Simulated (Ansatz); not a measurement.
Q: Name a neutral molecule of C, O, P, Si and H with zero-point energy (PBE0-D4/def2-TZVP) between 205 and 221 kJ/mol and size of the dipole moment (B3LYP/def2-TZVPP) between 1.95 and 2.25 D (Ansatz, PBE0-D4/def2-TZVP geometry).

A: `C=C(O)[SiH2]P` (215.3 kJ/mol, 1.97 D). Other molecules can fit too; these were computed, each in one conformer that needn't be the lowest.

B3LYP here is the variant with VWN-RPA as its local correlation; programs differ in this.
